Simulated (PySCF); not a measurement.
**Dipole moment and polarisability of `FC(F)(F)OC1=COCC1`**

Compound: C₅H₅F₃O₂.
Numbering: `[F:1][C:2]([F:3])([F:4])[O:5][C:6]1=[CH:7][O:8][CH2:9][CH2:10]1` (hydrogens: H11 on C7; H12, H13 on C9; H14, H15 on C10)

Cartesian coordinates in Å at the GFN2-xTB level; atoms count from 1:
```
atom  x, y, z in Å
F1     3.244    1.372   -0.839
C2     2.366    0.532   -0.307
F3     2.624    0.480    1.013
F4     2.663   -0.694   -0.774
O5     1.147    0.935   -0.598
C6     0.086    0.166   -0.109
C7     0.083   -0.937    0.630
O8    -1.164   -1.393    0.906
C9    -2.113   -0.508    0.295
C10   -1.320    0.594   -0.429
H11    0.886   -1.522    1.037
H12   -2.727   -1.100   -0.389
H13   -2.753   -0.111    1.087
H14   -1.530    1.590   -0.040
H15   -1.496    0.603   -1.506
```

Level: PBE0/def2-SVPD (PySCF), static field, nuclei fixed, core orbitals frozen in the response. The polarisability tensor in these axes (au):

```
x   76.95  3.69 -1.93
y    3.69 63.91 -7.98
z   -1.93 -7.98 57.21
```

Question: What are the eigenvalues, a third of the trace, and Δα (Δα² = ½Σ(αi − αj)² over the three pairs)?

Answer: Principal values 51.90, 67.42 and 78.76 au; mean 66.03 au = 9.78 Å³ = 10.89 × 10⁻⁴⁰ C²·m²/J; Δα = 23.35 au (35 % of the mean).

Question: What is the dipole moment, and where does it point?

Answer: (-2.69, 0.38, -0.31) D, 2.73 D in size, pointing from the negative to the positive side. Measured along this direction, the outermost atoms are F1 at the negative end and H12 and H13 at the positive end.

Question: Rayleigh depolarisation ratio (linearly polarised light, static tensor)?

Answer: ρ = 3Δα²/(45ᾱ² + 4Δα²) = 1635.8/(196173 + 2181.1) = 0.00825.

Question: Along which axes do the principal values lie, and how far do the nuclei extend along each?

Answer: Largest value along (0.92, 0.34, -0.21), where the nuclei span 6.41 Å; middle along (-0.40, 0.76, -0.52), 3.88 Å; least along (-0.02, 0.56, 0.83), 2.14 Å. The response follows the extents in order.

Question: What are the principal values of the traceless quadrupole moment, Θ = ½Σq(3rr − r²1), about the centre of nuclear charge?

Answer: -7.48, -1.04, 8.51 D·Å. The values depend on the origin, since the dipole doesn't vanish. The electronic extent ⟨r²⟩ about the same centre is 1494 bohr², a root-mean-square distance of 2.32 Å for the 78 electrons.

Question: Molar refractivity from α?

Answer: Lorentz–Lorenz: R = (4π/3)N_A α = 2.5225 cm³/(mol·Å³) × 9.78 Å³ = 24.7 cm³/mol, in the limit of long wavelengths.

Geometry: GFN2-xTB, one conformer, isolated molecule.
